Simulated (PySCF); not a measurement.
These are PBE-D3(BJ)/def2-TZVP // B3LYP-D3(BJ)/def2-TZVP run with PySCF values and carry that method's errors. Isolated molecules, 0 K electronic values unless said otherwise. One relaxed conformer stands for a flexible species; it need not be the lowest. 

Reference species (SMILES): `C[N+]C` (triplet; the order of the spin states depends on the level) (charge +1, multiplicity 3).

| Quantity | Value |
|---|---|
| highest occupied spin orbital | -13.13 eV |

Changed species: `[N+](C=C)C` (triplet; the order of the spin states depends on the level; C–C–N–C torsion 180°) (X = vinyl, multiplicity 3; the reference has X = methyl, multiplicity 3).

### Question
Predict the effect on the highest occupied spin orbital.

### Answer
the highest occupied spin orbital rises by 1.27 eV, to -11.86 eV.
